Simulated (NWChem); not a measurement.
Species: CH₆O₂Si; SMILES C[SiH](O)O

```xyz
10

Si     0.3339     0.0672     0.0000
C     -0.1941    -1.7065     0.0000
O     -0.2825     0.7531    -1.3867
O     -0.2825     0.7531     1.3867
H      1.8219     0.2533     0.0000
H     -1.2934    -1.7679     0.0000
H      0.1786    -2.2283     0.8940
H      0.1786    -2.2283    -0.8940
H      0.0624     1.6096    -1.6512
H      0.0624     1.6096     1.6512
```
Atoms are numbered in this order, from 1.

Structure relaxed at the PBE0/def2-SVP level.

Symmetry labels are those of Cs in the frame above (b1 and b2, or b-type labels, depend on it).

**Question.** List the 4 lowest vertical singlet excitations from PBE0/6-31G* (spherical d), TDA (NWChem).

**Answer.** 
```csv
state,energy (eV),oscillator strength,symmetry,leading excitation (squared amplitude)
S1,8.25,0.022,a',HOMO → LUMO (0.96)
S2,8.36,0.020,a",HOMO−1 → LUMO (0.80)
S3,8.96,0.043,a',HOMO−1 → LUMO+1 (0.60)
S4,9.02,0.034,a",HOMO → LUMO+1 (0.84)
```
